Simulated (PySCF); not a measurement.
Species: `CC[Si@@H](N)S[SiH2]N`. The columns A, B, C and D hold Mulliken, IAO, Hirshfeld and ESP-fitted charges (e) of one PBE0/pcSseg-1 density (PySCF), in a shuffled order. Coordinates in Å (GFN2-xTB); the density's dipole moment is (0.19, 1.10, -1.13) D.

| atom | x | y | z | A | B | C | D |
| --- | --- | --- | --- | --- | --- | --- | --- |
| C1 | -3.215 | -0.909 | -0.392 | -0.306 | -0.410 | -0.368 | -0.115 |
| C2 | -1.868 | -1.268 | 0.220 | -0.563 | -0.545 | +0.132 | -0.158 |
| Si3 | -0.479 | -0.139 | -0.389 | +0.844 | +0.971 | +0.384 | +0.365 |
| N4 | -0.844 | 1.481 | 0.053 | -0.621 | -0.850 | -0.937 | -0.319 |
| S5 | 1.326 | -0.668 | 0.649 | -0.586 | -0.463 | -0.446 | -0.190 |
| Si6 | 2.778 | 0.550 | -0.343 | +0.712 | +0.855 | +0.813 | +0.344 |
| N7 | 4.077 | 0.572 | 0.769 | -0.620 | -0.844 | -1.039 | -0.318 |
| H8 | -3.506 | 0.100 | -0.109 | +0.110 | +0.132 | +0.100 | +0.038 |
| H9 | -3.169 | -0.956 | -1.478 | +0.118 | +0.136 | +0.105 | +0.038 |
| H10 | -3.991 | -1.592 | -0.053 | +0.125 | +0.145 | +0.081 | +0.043 |
| H11 | -1.631 | -2.304 | -0.025 | +0.145 | +0.151 | -0.003 | +0.040 |
| H12 | -1.940 | -1.217 | 1.306 | +0.151 | +0.154 | +0.040 | +0.042 |
| H13 | -0.221 | -0.347 | -1.822 | -0.092 | -0.171 | -0.102 | -0.096 |
| H14 | -1.698 | 1.909 | -0.261 | +0.192 | +0.262 | +0.382 | +0.115 |
| H15 | -0.108 | 2.163 | 0.130 | +0.204 | +0.268 | +0.368 | +0.111 |
| H16 | 3.030 | -0.034 | -1.661 | -0.091 | -0.164 | -0.181 | -0.091 |
| H17 | 2.302 | 1.923 | -0.498 | -0.122 | -0.164 | -0.130 | -0.087 |
| H18 | 4.178 | -0.198 | 1.410 | +0.205 | +0.272 | +0.409 | +0.117 |
| H19 | 4.971 | 0.943 | 0.500 | +0.195 | +0.265 | +0.391 | +0.121 |

**Question.** Which column most likely holds the ESP-fitted charges?

**Answer.** C. Σ q r misses the density's dipole by 0.04 D (C), 1.06 D (D), 1.40 D (B), 2.40 D (A). Charges fitted to the outside potential are the only set here that is tied to the molecule's multipoles.

**Question.** And the Hirshfeld charges?

**Answer.** D. The mean sizes are 0.145 e (D), 0.316 e (A), 0.338 e (C), 0.380 e (B), and Hirshfeld charges are commonly the smallest of these schemes.

As computed, A = Mulliken, B = IAO, C = ESP-fitted, D = Hirshfeld. Hydrogens on carbon: Mulliken +0.11 to +0.15, IAO +0.13 to +0.15, ESP-fitted 0.00 to +0.11, Hirshfeld +0.04 to +0.04 e.

The ESP scheme fits charges at the nuclei, held to the total charge, to the electrostatic potential on points at 1.4 to 2.0 times the van der Waals radii. The Mulliken scheme gives each basis function's population to the atom it is centred on and halves the overlap population of two atoms between them.

One conformer (not necessarily the lowest) at the GFN2-xTB geometry, without solvent, vibrations or thermal averaging.
